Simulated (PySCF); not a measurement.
Species: C₄H₃F₃NO (doublet state).
Z-matrix (Å and degrees, GFN2-xTB geometry), rows numbered from 1:
```
C 
C   1  1.3694
C   2  1.3581  1  124.85
N   3  1.2114  2  159.60  1   -87.76
O   2  1.4213  1  116.23  3   173.18
C   5  1.3131  2  117.69  1   172.62
F   6  1.3268  5  109.32  2  -179.49
F   6  1.3442  5  114.47  2   -59.49
F   6  1.3514  5  113.96  2    61.36
H   1  1.0708  2  120.33  3     5.48
H   1  1.0703  2  119.51  3  -175.48
H   4  1.0157  3  123.35  2   175.62
```

The hyperfine couplings belong to this conformer and change with its torsions.

As a line formula: `[H]/N=[C]/C(=C)OC(F)(F)F` [radical].

Computed with PySCF, UKS B3LYP, pcH-1 on C F H N O, non-relativistic, mean-field spin-orbit, GIAO. Geometry: GFN2-xTB, one conformer, isolated molecule. Couplings are sensitive to structure, and on GFN2-xTB geometries they can be far from those on DFT ones. The frame is twisted about the C2–C3 bond at this geometry (dihedral C1–C2–C3–N4 = -88°); couplings at other torsion angles weren't computed. No stability test was run, so a lower SCF solution isn't excluded.

Principal values of hyperfine tensors in MHz (contact and dipolar terms together), for some of the nuclei:

| atom | isotope | A1 | A2 | A3 |
| --- | --- | --- | --- | --- |
| H12 | 1H | 128.25 | 132.09 | 151.69 |
| C1 | 13C | 1.74 | 3.19 | 152.20 |
| C3 | 13C | 3.99 | 7.32 | 127.45 |
| H10 | 1H | -60.57 | -40.00 | -16.12 |
| C2 | 13C | -59.25 | -24.44 | -17.91 |
| N4 | 14N | 12.79 | 14.64 | 39.46 |
| F9 | 19F | 2.53 | 5.98 | 23.40 |
| O5 | 17O | -0.54 | 0.64 | 7.07 |

Split each tensor into its isotropic and traceless parts, and turn a_iso into mT with g = 2.0016.

a_iso is a third of the trace, T = A − a_iso, and a(mT) = a(MHz)/(g × 13.996).

| atom | a_iso (MHz) | a_iso (mT) | T1 | T2 | T3 |
| --- | --- | --- | --- | --- | --- |
| H12 | 137.34 | 4.902 | -9.10 | -5.25 | 14.35 |
| C1 | 52.38 | 1.870 | -50.64 | -49.19 | 99.83 |
| C3 | 46.25 | 1.651 | -42.27 | -38.93 | 81.20 |
| H10 | -38.90 | -1.388 | -21.67 | -1.10 | 22.77 |
| C2 | -33.87 | -1.209 | -25.39 | 9.43 | 15.96 |
| N4 | 22.30 | 0.796 | -9.51 | -7.65 | 17.16 |
| F9 | 10.64 | 0.380 | -8.10 | -4.66 | 12.77 |
| O5 | 2.39 | 0.085 | -2.93 | -1.75 | 4.68 |

What spin density at the nucleus of C3 lies behind its contact coupling (g_N = 1.40482)?

a_FC = 800.24 MHz bohr³ × g_N × ρ(0)/(2S). With a_FC = 46.25 MHz and 2S = 1, ρ(0) = 0.04114 bohr⁻³.

H11 (1H, g_N = 5.58569) isn't in the table. Its spin density at the nucleus is -0.009149 bohr⁻³. What is its contact coupling?

By the same relation, a_FC = -40.9 MHz. Its full tensor has the principal values -65.76, -40.82, -16.10 MHz.

Name the largest traceless tensor T of the table and describe it.

C1: -50.6, -49.2, 99.8 MHz, axial, in the ratio −1:−1:+2, the form that spin in one p orbital centred on that nucleus gives.

What first-order splitting does H12 cause when the field lies along A1, A2 or A3 of its tensor (g taken as isotropic, no quadrupole term)?

2 lines (I = 1/2), spaced by |A_i|/(g × 13.996): 4.58, 4.72, 5.41 mT along the axes of A1, A2 and A3.

On Arm Neoverse V1, one thread, no GPU, shared host with 64 logical CPUs at a one-minute load of 51, this took 81 s (grids of density and orbitals included) and 1.0 GiB of memory at its peak.

The SMILES draws the unpaired electron on C3; the largest computed Mulliken spin population is on C1 (0.66 against 0.44).
